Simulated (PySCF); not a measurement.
PySCF input file for Al(H)2(nPr) (C₃H₉Al), SMILES CC[CH2][AlH2], B3LYP-D3(BJ)/def2-SVP. The structure is a stationary point at B3LYP-D3(BJ)/def2-SVP. The structure was generated by enumeration; whether it is a known compound was not checked. One conformer was computed; it need not be the lowest.

```python
import numpy as np
from pyscf import gto, scf, dft, df
from pyscf.hessian import thermo

mol = gto.M(
    atom='''
    Al    0.07878121    1.94420045   -0.00000000
    H    -0.97809697    3.13273774   -0.00000000
    H     1.63201509    2.28941326   -0.00000000
    C    -0.55332836    0.08199588    0.00000000
    C     0.50557992   -1.03250675    0.00000000
    C    -0.08726179   -2.44262325   -0.00000000
    H    -1.22938394   -0.03726184    0.87148833
    H    -1.22938394   -0.03726183   -0.87148834
    H     1.16764198   -0.91757440    0.87730346
    H     1.16764198   -0.91757440   -0.87730346
    H    -0.72075773   -2.60540776   -0.88819830
    H     0.69698700   -3.21746416    0.00000000
    H    -0.72075773   -2.60540776    0.88819831
    ''',
    basis='def2-SVP',
    charge=0,
    spin=0,
    max_memory=1600,
    verbose=3,
)
mf = dft.RKS(mol, xc='b3lyp').density_fit(auxbasis='def2-universal-jkfit')
mf.disp = 'd3bj'
mf.grids.level = 3
mf.conv_tol = 1e-11
mf.max_cycle = 100
mf.kernel()

# [left out here: the lines that compute and print the analytic Hessian (its translational invariance restored by hand, since the grid's response is missing), thermochemistry and intensities]
```

Log of the run:

```
converged SCF energy = -362.024044385844

WARN: DFTD3 does not support analytical Hessian, using finite difference


WARN: Mole.unit (angstrom) is changed to Bohr

Mode                                 0                   1                   2
Irrep
Freq [cm^-1]                       53.0816            105.3385            153.2012
Reduced mass [au]                   1.2034              1.8840              2.3790
Force const [Dyne/A]                0.0020              0.0123              0.0329
Char temp [K]                      76.3726            151.5587            220.4225
Normal mode                   x     y     z       x     y     z       x     y     z
       0  Al                -0.00  0.00 -0.02    0.00 -0.00 -0.05   -0.04  0.05  0.00
       1   H                -0.00 -0.00  0.48    0.00  0.00 -0.47   -0.26 -0.14 -0.00
       2   H                -0.00  0.00 -0.64    0.00 -0.00  0.18   -0.10  0.34  0.00
       3   C                 0.00 -0.00  0.04   -0.00  0.00  0.15    0.15 -0.01  0.00
       4   C                 0.00 -0.00  0.09   -0.00  0.00  0.07    0.06 -0.08 -0.00
       5   C                -0.00  0.00 -0.06    0.00  0.00 -0.10   -0.09 -0.02  0.00
       6   H                -0.07 -0.00 -0.02    0.09  0.03  0.22    0.13  0.01 -0.01
       7   H                 0.07  0.00 -0.02   -0.09 -0.03  0.22    0.13  0.01  0.01
       8   H                -0.10 -0.05  0.18   -0.03 -0.08  0.10    0.07 -0.15  0.00
       9   H                 0.10  0.05  0.18    0.03  0.08  0.10    0.07 -0.15 -0.00
      10   H                 0.11  0.05 -0.15    0.05  0.09 -0.15   -0.11  0.05  0.00
      11   H                -0.00 -0.00 -0.00    0.00  0.00 -0.14   -0.18 -0.12  0.00
      12   H                -0.11 -0.05 -0.15   -0.05 -0.09 -0.15   -0.11  0.05 -0.00
Mode                                 3                   4                   5
Irrep
Freq [cm^-1]                      258.5370            333.5332            457.0121
[...]
       1   H                -0.00 -0.01  0.00    0.00 -0.00  0.00    0.01  0.00  0.00
       2   H                -0.00  0.01 -0.00    0.00  0.00 -0.00   -0.01  0.01 -0.00
       3   C                 0.03  0.05  0.00    0.01  0.00  0.00    0.07 -0.03  0.00
       4   C                 0.03 -0.13 -0.00    0.00 -0.03 -0.00   -0.01  0.06 -0.00
       5   C                -0.05  0.00 -0.00    0.04  0.12  0.00    0.00 -0.02  0.00
       6   H                -0.15 -0.10 -0.15   -0.07 -0.01 -0.07   -0.49  0.04 -0.40
       7   H                -0.15 -0.10  0.15   -0.07 -0.01  0.07   -0.49  0.04  0.40
       8   H                -0.08  0.50 -0.00   -0.04  0.09  0.01    0.10 -0.16 -0.04
       9   H                -0.08  0.50  0.00   -0.04  0.09 -0.01    0.10 -0.16  0.04
      10   H                 0.10  0.04 -0.10   -0.04 -0.47  0.15   -0.02  0.04  0.00
      11   H                 0.11  0.17  0.00   -0.38 -0.32  0.00    0.02  0.00 -0.00
      12   H                 0.10  0.04  0.10   -0.04 -0.47 -0.15   -0.02  0.04 -0.00
Mode                                21                  22                  23
Irrep
Freq [cm^-1]                     1461.7290           1468.1266           1477.4258
Reduced mass [au]                   1.0582              1.0384              1.0768
Force const [Dyne/A]                1.3321              1.3187              1.3848
Char temp [K]                    2103.1026           2112.3073           2125.6867
Normal mode                   x     y     z       x     y     z       x     y     z
       0  Al                 0.00 -0.00  0.00    0.00 -0.00 -0.00    0.00 -0.00  0.00
       1   H                -0.00  0.00 -0.00   -0.00  0.00  0.00   -0.00 -0.00  0.00
       2   H                -0.00 -0.00 -0.00    0.00 -0.00  0.00    0.00 -0.00 -0.00
       3   C                 0.01 -0.00  0.00    0.00  0.00 -0.00    0.00  0.00  0.00
       4   C                 0.05  0.03 -0.00    0.00  0.00  0.02    0.06 -0.01 -0.00
       5   C                -0.03  0.00 -0.00    0.00 -0.00  0.05    0.04 -0.02 -0.00
       6   H                -0.03  0.00 -0.03    0.01 -0.02  0.00   -0.04  0.00 -0.03
       7   H                -0.03  0.00  0.03   -0.01  0.02  0.00   -0.04  0.00  0.03
       8   H                -0.40 -0.13  0.34    0.03  0.04 -0.00   -0.30 -0.00  0.26
       9   H                -0.40 -0.13 -0.34   -0.03 -0.04 -0.00   -0.30 -0.00 -0.26
      10   H                 0.31  0.01 -0.23    0.21 -0.44 -0.04   -0.40  0.01  0.30
      11   H                -0.15 -0.15  0.00    0.00  0.00 -0.69    0.23  0.20  0.00
      12   H                 0.31  0.01  0.23   -0.21  0.44 -0.04   -0.40  0.01 -0.30
Mode                                24                  25                  26
Irrep
Freq [cm^-1]                     1910.0466           1913.8891           2977.9416
Reduced mass [au]                   1.0318              1.0534              1.0608
Force const [Dyne/A]                2.2178              2.2735              5.5426
Char temp [K]                    2748.1318           2753.6603           4284.5949
Normal mode                   x     y     z       x     y     z       x     y     z
       0  Al                -0.02 -0.02 -0.00   -0.03  0.02 -0.00    0.00 -0.00 -0.00
       1   H                -0.24  0.25 -0.00    0.61 -0.69 -0.00   -0.00  0.00  0.00
       2   H                 0.90  0.20  0.00    0.32  0.08  0.00   -0.00  0.00  0.00
       3   C                 0.00  0.00 -0.00   -0.00 -0.00 -0.00    0.07  0.01 -0.00
       4   C                -0.00  0.00 -0.00    0.00  0.00 -0.00   -0.01  0.00  0.00
       5   C                 0.00 -0.00 -0.00   -0.00 -0.00 -0.00   -0.00 -0.00  0.00
       6   H                -0.00 -0.01 -0.00   -0.00  0.00  0.00   -0.40 -0.07  0.55
       7   H                -0.00 -0.01  0.00   -0.00  0.00 -0.00   -0.40 -0.07 -0.55
       8   H                -0.00 -0.00 -0.00    0.00 -0.00  0.00    0.04  0.00  0.05
       9   H                -0.00 -0.00  0.00    0.00 -0.00 -0.00    0.04  0.00 -0.05
      10   H                 0.00  0.00  0.00   -0.00  0.00 -0.00    0.01 -0.00  0.01
      11   H                -0.00 -0.00  0.00    0.00  0.00  0.00   -0.01  0.01  0.00
      12   H                 0.00  0.00 -0.00   -0.00  0.00  0.00    0.01 -0.00 -0.01
Mode                                27                  28                  29
Irrep
Freq [cm^-1]                     3009.2653           3013.6489           3016.7404
Reduced mass [au]                   1.0971              1.0617              1.0367
Force const [Dyne/A]                5.8534              5.6811              5.5585
Char temp [K]                    4329.6628           4335.9698           4340.4178
Normal mode                   x     y     z       x     y     z       x     y     z
       0  Al                -0.00  0.00  0.00   -0.00  0.00 -0.00    0.00  0.00 -0.00
       1   H                 0.00  0.00 -0.00    0.00  0.00  0.00    0.00 -0.00 -0.00
       2   H                 0.00  0.00  0.00    0.00  0.00 -0.00   -0.00 -0.00  0.00
       3   C                 0.00  0.00  0.08   -0.01 -0.00 -0.00   -0.00 -0.00  0.00
       4   C                -0.00 -0.00 -0.02   -0.07 -0.01  0.00    0.01  0.00 -0.00
       5   C                 0.00 -0.00  0.00    0.01 -0.01 -0.00   -0.02 -0.04  0.00
       6   H                 0.40  0.08 -0.51    0.04  0.01 -0.05    0.01  0.00 -0.01
       7   H                -0.40 -0.08 -0.51    0.04  0.01  0.05    0.01  0.00  0.01
       8   H                 0.10  0.02  0.13    0.39  0.07  0.55   -0.04 -0.01 -0.05
       9   H                -0.10 -0.02  0.13    0.39  0.07 -0.55   -0.04 -0.01  0.05
      10   H                -0.01 -0.00 -0.02    0.01  0.00  0.02    0.33  0.07  0.47
      11   H                -0.00  0.00 -0.00   -0.08  0.08 -0.00   -0.39  0.37  0.00
      12   H                 0.01  0.00 -0.02    0.01  0.00 -0.02    0.33  0.07 -0.47
Mode                                30                  31                  32
Irrep
Freq [cm^-1]                     3048.8061           3097.1236           3099.2661
Reduced mass [au]                   1.1038              1.1038              1.1036
Force const [Dyne/A]                6.0453              6.2383              6.2456
Char temp [K]                    4386.5532           4456.0713           4459.1538
Normal mode                   x     y     z       x     y     z       x     y     z
       0  Al                 0.00  0.00 -0.00   -0.00 -0.00  0.00   -0.00 -0.00 -0.00
       1   H                -0.00 -0.00  0.00    0.00  0.00 -0.00    0.00  0.00  0.00
       2   H                -0.00 -0.00  0.00    0.00  0.00 -0.00    0.00  0.00 -0.00
       3   C                -0.00 -0.00 -0.02   -0.00  0.00  0.00    0.00 -0.00 -0.00
       4   C                 0.00  0.00 -0.08   -0.00 -0.00  0.02   -0.01 -0.00 -0.00
       5   C                -0.00  0.00  0.02   -0.00  0.00  0.09   -0.08  0.04 -0.00
       6   H                -0.10 -0.02  0.13    0.02  0.00 -0.02    0.00 -0.00 -0.00
       7   H                 0.10  0.02  0.13   -0.02 -0.00 -0.02    0.00 -0.00  0.00
       8   H                 0.38  0.07  0.50   -0.10 -0.02 -0.13    0.03  0.01  0.04
       9   H                -0.38 -0.07  0.50    0.10  0.02 -0.13    0.03  0.01 -0.04
      10   H                -0.10 -0.02 -0.13   -0.38 -0.09 -0.52    0.20  0.06  0.31
      11   H                 0.00 -0.00  0.01    0.00 -0.00  0.02    0.56 -0.55 -0.00
      12   H                 0.10  0.02 -0.13    0.38  0.09 -0.52    0.20  0.06 -0.31
temperature 298.1500 [K]
pressure 101325.00 [Pa]
Rotational constants [GHz] 22.30254 2.18237 2.06372
Symmetry number 1
Zero-point energy (ZPE) 0.10510 [Eh]   275932.653 [J/mol]
                           tot       elec      trans        rot        vib
Entropy [J/mol/K]       339.370      0.000    162.098    106.999     70.273
Cv [J/mol/K]             98.733      0.000     12.472     12.472     73.789
Cp [J/mol/K]            107.047      0.000     20.786     12.472     73.789
Internal energy [J/mol]                      3718.434   3718.434 286942.870
Internal energy [Eh]   -361.91192  -362.02404
Enthalpy [J/mol]                             6197.391   3718.434 286942.870
Enthalpy [Eh]          -361.91098
Gibbs free energy [J/mol]                  -42132.145 -28183.291 265991.082
Gibbs free energy [Eh] -361.94952
static polarisability / bohr^3: [[58.283  0.185  0.   ]
 [ 0.182 74.107 -0.   ]
 [ 0.     0.    46.84 ]]
largest difference of analytic and finite-field dipole derivatives / e: 0.0009917475847360802
mode   freq/cm-1   IR/(km/mol)   Raman/(A^4/amu)   depolarisation
   1       53.08         0.184             6.392            0.750
   2      105.34         0.546             2.414            0.750
   3      153.20         0.908             0.171            0.405
   4      258.54         0.039             0.009            0.750
   5      333.53         2.492             3.174            0.162
   6      457.01        45.856             2.407            0.750
   7      489.23        55.597            12.071            0.473
   8      657.33        26.907            13.363            0.293
   9      669.10       176.681             4.337            0.750
  10      777.32        15.805             1.050            0.750
  11      802.78       326.729            14.560            0.750
  12      900.89         2.354             3.657            0.333
  13      975.84        15.269             0.371            0.750
  14     1038.39         2.985             3.039            0.664
  15     1081.40        25.552             5.300            0.748
  16     1181.29         3.856            14.890            0.176
  17     1220.34         1.401             0.312            0.750
  18     1317.57         0.127             9.875            0.750
  19     1351.08        18.807             3.992            0.407
  20     1395.59         2.977             2.585            0.750
  21     1419.48         1.945            11.607            0.746
  22     1461.73         0.467            25.312            0.727
  23     1468.13         6.715            19.685            0.750
  24     1477.43         2.447             2.215            0.742
  25     1910.05       160.350           201.911            0.082
  26     1913.89       265.470           107.231            0.345
  27     2977.94        13.340           117.077            0.088
  28     3009.27         8.519           116.900            0.750
  29     3013.65        34.809            61.391            0.152
  30     3016.74        27.799           167.637            0.005
  31     3048.81        24.626            56.343            0.750
  32     3097.12        43.068            39.807            0.750
  33     3099.27        36.708           111.247            0.653
max |gradient| / (hartree/bohr): 4.1442087858559065e-05
APT charges: [ 1.1484 -0.3984 -0.3888 -0.3256  0.1707  0.0599 -0.0275 -0.0275 -0.0558
 -0.0558 -0.027  -0.0457 -0.027 ]
```

The run converged.

Cost: around 4 core-minutes (rough).
